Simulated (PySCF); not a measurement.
# Which determinant of KMg lies lowest?

Unrestricted PBE0; basis K 3-21G, Mg 3-21G; no relativity; PySCF 2.14. Outer shells of the fragments: K 4s1; Mg 3s2.

Followed along the bond (rough minima from three points):

```tsv
2Ms+1	unpaired	⟨S²⟩ at the start	R at minimum (Å)	Te (eV)
2	σ ↑	0.76	4.04	0.00
2	π ↑	0.75	3.38	0.86
4	σ ↑↑, π ↑	3.75	3.96	2.41
```

Solutions found at the starting distance of 3.300 Å, counted from the lowest of them; the search is not exhaustive and high or unbound solutions are not listed, so other states can lie among these:

```tsv
2Ms+1	unpaired	term	E (eV)	⟨S²⟩	⟨Lz²⟩	μ (D)
2	σ ↑	²Σ⁺	0.00	0.76	0.00	-1.57
2	π ↑	²Π	0.70	0.75	1.00	-5.94
4	σ ↑↑, π ↑	⁴Π	2.41	3.75	1.00	-4.89
4	σ ↑, π ↑↑	⁴Σ⁻	2.95	3.75	0.00	-7.91
2	σ ↑↑, π ↓	mixed	3.11	1.75	1.00	-4.72
4	σ ↑↑↑	⁴Σ⁺	3.17	3.75	0.00	3.98
```

A term symbol is given only where ⟨S²⟩ and ⟨Lz²⟩ are close to those of a pure state; real π, δ and φ orbitals otherwise mix terms. A positive dipole means K(−)Mg(+).

Question: Compare the gap between the two lowest followed solutions at the starting distance with the gap between their minima.

Answer: At PBE0 the second solution (doublet, unpaired electrons π ↑) lies +0.70 eV from the first (doublet, unpaired electrons σ ↑) at 3.300 Å and +0.86 eV at the minima; the two curves relax by different amounts, since their minima lie near 3.38 and 4.04 Å.

Counting both spins, an empty level lies below a filled one in some of these solutions, because spin and occupation are held. 3-21G is very small, so such numbers show the basis as much as the molecule.
